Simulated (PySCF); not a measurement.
C6H3B. Atoms are numbered in the order given.

```xyz
10

B      0.0000     0.0000     0.0000
C     -1.5229     0.0000     0.0000
C     -2.7416     0.0000     0.0000
H     -3.8172     0.0000     0.0000
C      0.7615     1.3189     0.0000
C      1.3708     2.3743     0.0000
H      1.9086     3.3058     0.0000
C      0.7615    -1.3189     0.0000
C      1.3708    -2.3743     0.0000
H      1.9086    -3.3058     0.0000
```
Charge 0, spin multiplicity 1.

The structure is a stationary point at PBE0-D3(BJ)/def2-SVP.

Method: TDDFT-CAM-B3LYP/def2-SVPD (PySCF).

Vertical excitations; the highest root listed may be one member of a degenerate set. The molecule is in vacuum. State labels are in the subgroup C2v.

Computed lowest excited states:
```
state  symmetry  energy (eV)  λ (nm)      f                                                                   main pairs
-----  --------  -----------  ------  -----  ---------------------------------------------------------------------------
S1           A2         3.89     319  0.000                                                               HOMO→LUMO 95 %
S2           B2         4.25     292  0.000                                                 HOMO−3→LUMO (degenerate set)
S3           A2         4.25     292  0.000                                                 HOMO−4→LUMO (degenerate set)
S4           B1         4.90     253  0.178                                                 HOMO−1→LUMO (degenerate set)
S5           A1         4.90     253  0.178                                                 HOMO−2→LUMO (degenerate set)
S6           A1         6.04     205  0.000                                                             HOMO−5→LUMO 76 %
S7           A2         6.65     187  0.000                                       HOMO−2→LUMO+2 46 %, HOMO−1→LUMO+3 46 %
S8           A2         6.94     179  0.000  HOMO−1→LUMO+3, HOMO−2→LUMO+2, HOMO−5→LUMO+2, HOMO−2→LUMO+9 (degenerate set)
S9           B2         6.94     179  0.000  HOMO−2→LUMO+3, HOMO−1→LUMO+2, HOMO−5→LUMO+3, HOMO−1→LUMO+9 (degenerate set)
S10          B1         7.57     164  0.387   HOMO→LUMO+3 39 %, HOMO−2→LUMO+7 11 %, HOMO−1→LUMO+6 11 %, HOMO−1→LUMO 10 %
T1           A2         3.64     340      0                                                   HOMO→LUMO (degenerate set)
T2           B1         3.64     340      0                                                 HOMO−1→LUMO (degenerate set)
T3           A1         3.65     340      0                                                 HOMO−2→LUMO (degenerate set)
T4           B2         3.99     310      0                                                             HOMO−3→LUMO 89 %
```
Triplets are in the Tamm–Dancoff approximation, which puts them higher than full response would, so one can lie above its singlet here.
